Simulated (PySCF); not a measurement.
Compound: C₇H₁₀N (doublet state).
Cartesian coordinates in Å at the GFN2-xTB level; atoms count from 1:
```
atom  x, y, z in Å
C1    -1.9974    1.0131   -0.9930
C2    -1.4216    0.1292   -0.1838
C3    -2.2109   -0.8400    0.6385
C4     0.0333    0.0402   -0.0296
N5     0.5528   -0.8025    0.8488
C6     1.9777   -0.7017    0.8082
C7     2.3384    0.3613   -0.2515
C8     0.9946    0.7678   -0.7287
H9    -1.4353    1.7139   -1.5849
H10   -3.0686    1.0645   -1.0893
H11   -1.9746   -0.7031    1.6915
H12   -1.9282   -1.8580    0.3781
H13   -3.2783   -0.7089    0.4815
H14    2.3934   -1.6878    0.5727
H15    2.3398   -0.4395    1.8081
H16    2.8913    1.2044    0.1744
H17    2.9546   -0.0470   -1.0584
H18    0.8302    1.5004   -1.4943
```

The hyperfine couplings belong to this conformer and change with its torsions.

The species is `C=C(C)C1=NCC[CH]1` [radical].

The calculation used UKS B3LYP, pcH-1 on C H N, non-relativistic, mean-field spin-orbit, GIAO in PySCF. Geometry: GFN2-xTB, one conformer, isolated molecule. GFN2-xTB frequencies show an imaginary mode (20i cm⁻¹), so this geometry is no minimum at that level. A GFN2-xTB geometry isn't a minimum of the functional, and hyperfine couplings can be far from their values at a DFT geometry. The SCF solution wasn't tested for stability. ⟨S²⟩ is 0.781 where a pure state has 0.75.

Task: Where do the isotropic ENDOR lines of C8, C4, C7, C6, C1, N5, H16/H17, H14/H15 and H18 fall at 332.6 mT, to first order?

Result: ν± = |νn ± a/2|, one line for each electron-spin manifold; νn = |g_N| × 7.62259 MHz/T × B.

```csv
nuclei,isotope,g_N,νn (MHz),a_iso (MHz),lower line (MHz),upper line (MHz)
C8,13C,1.4048,3.56,59.85,26.36,33.49
C4,13C,1.4048,3.56,-44.93,18.90,26.03
C7,13C,1.4048,3.56,-25.30,9.09,16.21
C6,13C,1.4048,3.56,-17.79,5.34,12.46
C1,13C,1.4048,3.56,-5.91,0.61,6.52
N5,14N,0.4038,1.02,18.97,8.46,10.51
H16/H17,1H,5.5857,14.16,97.02,34.35,62.67
H14/H15,1H,5.5857,14.16,71.58,21.63,49.95
H18,1H,5.5857,14.16,-46.22,8.95,37.27
```

The rows for 13C, of low natural abundance, apply to labelled samples.

Task: Which pairs are centred on the nuclear Larmor frequency, and which on half the coupling?

Result: Centred on νn, since |a| < 2νn: C1. Centred on |a|/2 and split by 2νn: C8, C4, C7, C6, N5, H16/H17, H14/H15 and H18.

Task: At what field would the lower line of H14/H15 fall to zero frequency?

Result: Where νn = |a|/2, that is B = 35.79 MHz/(5.5857 × 7.62259 MHz/T) = 841 mT, as far as first order holds there.

Couplings of abundant isotopes left out: H10 (4.1 MHz), H9 (4.0 MHz) and H11/H12/H13 (3.2 MHz).

Means are taken over nuclei equivalent by connectivity, which assumes that they swap fast.

Hardware: one thread, Arm Neoverse V2 (aarch64), no GPU (shared host). Cost: 88 s of wall time (with the writing of density and orbital grids), 0.97 GiB resident at most.
